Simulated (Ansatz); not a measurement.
Reaction (redistribution): `NC[SiH2]N` + `[SiH3][O][SbH2]` → `N[SiH2][SbH2]` + `NCO[SiH3]`

Isolated molecules relaxed with PBE0-D4/def2-TZVP in Ansatz; ΔE leaves out vibrations. CCSD(T)/CBS is the MP2 limit (def2-TZVPP, def2-QZVPP) plus CCSD(T) − MP2 in def2-TZVPP, frozen cores. DFT in def2-TZVPP. def2 core potentials past Kr. For Sb outer-core shells are correlated without core-valence functions, which leaves a few kJ/mol of doubt a bond. One conformer a species, not always the lowest.

`NC[SiH2]N`:

Z-matrix (Å, degrees):
```
C
Si 1 1.879
N 1 1.465 2 108.4
H 1 1.101 2 111.2 3 -127.1
H 1 1.095 2 106.9 3 116.8
N 2 1.717 1 106.2 3 -58.5
H 2 1.500 1 107.4 3 65.2
H 2 1.489 1 112.0 3 -177.9
H 3 1.012 1 111.3 2 174.2
H 3 1.013 1 110.5 2 -67.3
H 6 1.007 2 121.3 1 -179.0
H 6 1.010 2 115.6 1 41.2
```

`[SiH3][O][SbH2]`:

```xyz
8

Si   -0.472   -1.001   -0.868
O    -0.154   -0.070    0.436
Sb    0.637    1.717    0.633
H     0.567   -2.054   -1.031
H    -0.500   -0.180   -2.114
H    -1.795   -1.652   -0.689
H    -0.248    2.064    2.059
H     1.966    1.177    1.575
```

`N[SiH2][SbH2]`:

```xyz
9

N    -0.727    0.104   -1.450
Si    0.009   -0.705   -0.120
Sb    1.580    0.995    1.012
H    -1.276    0.935   -1.292
H    -1.100   -0.434   -2.216
H     0.800   -1.830   -0.687
H    -0.931   -1.286    0.885
H     0.230    1.997    1.340
H     1.414    0.223    2.528
```

`NCO[SiH3]`:

Z-matrix (Å, degrees):
```
C
O 1 1.428
N 1 1.417 2 112.7
H 1 1.096 2 109.0 3 -120.9
H 1 1.096 2 109.0 3 120.9
Si 2 1.643 1 123.3 3 179.9
H 3 1.012 1 111.2 2 60.4
H 3 1.012 1 111.2 2 -60.3
H 6 1.481 2 106.7 1 -179.9
H 6 1.491 2 111.1 1 -59.9
H 6 1.491 2 111.1 1 60.1
```

| level | ΔE (kJ/mol) |
| --- | --- |
| B2PLYP | 21.4 |
| SCS-MP2/def2-TZVPP | 26.9 |
| SCS-MP2/def2-QZVPP | 30.3 |
| CCSD/CBS(def2) | 24.0 |

(1) What does CCSD(T)/CBS give? (Best estimate.)

Largest T1 diagnostic among the species: 0.014.

Results:

(1) The calculation gave: +23.4 kJ/mol. The listed levels differ from it by -2.0, 3.5, 6.9, 0.6 kJ/mol.
